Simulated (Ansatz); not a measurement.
Molecule: sum formula HSiO₂F₂, net charge -1, singlet state. It need not be the lowest isomer of its formula. Whether it binds its extra electron was not tested at this geometry. 
Geometry from a B3LYP-D3(BJ)/def2-TZVP (Ansatz, an electronic-structure program) optimisation:
```xyz
6

Si    -0.0781     0.1162    -0.0301
F     -0.2907    -0.4516     1.4848
F     -0.5195    -1.2148    -0.8646
O     -0.7785     1.4415    -0.3924
O      1.5952     0.1073    -0.1903
H      1.8512     0.9805    -0.4988
```
Charge -1, spin multiplicity 1.

Basis-set convergence of Hartree-Fock and CCSD correlation energies (hartree) with Ansatz. Correlated levels leave the core frozen unless marked. No spin-orbit coupling. No relativistic terms. This anion needs diffuse functions, which these sets lack.

```tsv
basis	functions	E(HF)	E(corr, CCSD)
cc-pV(D+d)Z	84	-638.38784	-0.84926
cc-pV(T+d)Z	173	-638.55249	-1.10494
cc-pV(Q+d)Z	314	___	___
```

Q: Some entries are withheld; supply them.

A: 
- cc-pV(Q+d)Z, E(HF): -638.59342
- cc-pV(Q+d)Z, E(corr, CCSD): -1.19702
